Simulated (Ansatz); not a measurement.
Reaction (SMILES): [Cl][Ga] (Cl-Ga) (closed-shell singlet) → Cl atom + Ga atom
B3LYP-D3(BJ)/def2-TZVP geometries, fixed; electronic energies without zero-point terms.

Energies in hartree at MP2 with Ansatz (a quantum-chemistry and plane-wave program); the atomisation energy is their sum with the coefficients shown, times 627.509 kcal/mol a hartree. All functions are spherical. Cores are frozen (with 3d on Ga to Br). Open shells are unrestricted. No added dispersion term, no relativity.

```
species                                  coefficient          part  cc-pV(D+d)Z  cc-pV(T+d)Z  cc-pV(Q+d)Z
---------------------------------------  -----------  ------------  -----------  -----------  -----------
[Cl][Ga] (Cl-Ga) (closed-shell singlet)           -1  Hartree-Fock  -2382.79381  -2382.88027  -2382.88625
[Cl][Ga] (Cl-Ga) (closed-shell singlet)           -1   correlation     -0.17962     -0.23910     -0.26287
Cl atom                                           +1  Hartree-Fock   -459.47140   -459.48556   -459.48916
Cl atom                                           +1   correlation     -0.11260     -0.15854     -0.17550
Ga atom                                           +1  Hartree-Fock  -1923.19220  -1923.26189  -1923.26422
Ga atom                                           +1   correlation     -0.02898     -0.03338     -0.03604
```

### Question
Predict the atomisation energy in cc-pV(5+d)Z (X = 5): let each Hartree-Fock step shrink by the ratio of the last two, and fit each correlation energy at X = 3 and 4 to E + A/X^3. Compare with the run.

### Answer

- [Cl][Ga] (Cl-Ga) (closed-shell singlet): steps -0.08646 and -0.00598, ratio 0.069, so Hartree-Fock -2382.88666 (run: -2382.88710); A = (-0.23910 - (-0.26287))/(1/27 - 1/64) = 1.1101, correlation -0.26287 - A/64 + A/125 = -0.27133 (run: -0.27279).
- Cl atom: steps -0.01416 and -0.00360, ratio 0.254, so Hartree-Fock -459.49007 (run: -459.48973); A = (-0.15854 - (-0.17550))/(1/27 - 1/64) = 0.7921, correlation -0.17550 - A/64 + A/125 = -0.18154 (run: -0.18264).
- Ga atom: steps -0.06969 and -0.00233, ratio 0.033, so Hartree-Fock -1923.26430 (run: -1923.26444); A = (-0.03338 - (-0.03604))/(1/27 - 1/64) = 0.1242, correlation -0.03604 - A/64 + A/125 = -0.03699 (run: -0.03702).
Predicted 116.15 kcal/mol; the run in cc-pV(5+d)Z gives 116.75, a miss of -0.61. Keeping the value in cc-pV(Q+d)Z, 115.59, would miss by -1.17. All sums are of the energies as printed.
